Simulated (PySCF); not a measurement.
**Basis and Hamiltonian dependence of the excitation energy of Ti²⁺**

Ti²⁺ [Ar] 3d2 (3F) → Ti²⁺ [Ar] 3d1 4s1 (3D). Calculated with PySCF 2.14 from differences of total energies of unrestricted determinants, without spin-orbit coupling. Values in eV.

```csv
basis,Hamiltonian,functions,UHF,LDA,PBE0,MP2 (valence),CCSD(T) (valence),CCSD(T) (valence and next inner shell)
ANO-RCC-VTZP,spin-free X2C,59,4.595,4.774,4.961,4.632,4.636,4.502
aug-cc-pVDZ,non-relativistic,59,5.106,5.389,5.562,5.125,5.127,n/a
aug-cc-pVDZ-DK,spin-free X2C,59,4.811,5.106,5.276,4.829,4.831,n/a
x2c-TZVPPall,spin-free X2C,64,4.656,4.937,5.084,4.690,4.698,4.543
def2-TZVPPD,non-relativistic,67,4.938,5.225,5.368,4.972,4.980,4.823
def2-QZVPPD,non-relativistic,93,4.848,5.084,5.242,4.890,4.896,4.762
aug-cc-pVTZ-DK,spin-free X2C,93,4.546,4.758,4.923,4.579,4.586,n/a
aug-cc-pVTZ,non-relativistic,93,4.821,5.036,5.199,4.856,4.862,n/a
x2c-QZVPPall,spin-free X2C,96,4.570,4.803,4.964,4.611,4.617,4.481
dyall-av2z,non-relativistic,101,4.923,5.235,5.363,4.959,4.967,n/a
"aug-cc-pVTZ with one added diffuse shell each of s, p, d, f, g type",non-relativistic,118,4.821,5.036,5.199,4.855,n/a,n/a
"x2c-QZVPPall with one added diffuse shell each of s, p, d, f, g type",spin-free X2C,121,4.568,4.799,4.961,4.609,n/a,n/a
aug-cc-pwCVTZ,non-relativistic,127,4.830,5.031,5.197,4.874,n/a,n/a
aug-cc-pwCVTZ-DK,spin-free X2C,127,4.554,4.752,4.921,4.598,n/a,n/a
```

Frozen in the all-electron rows: valence: [Ar]; valence and next inner shell: [Ne].

Non-relativistic rows lack the scalar-relativistic shift.
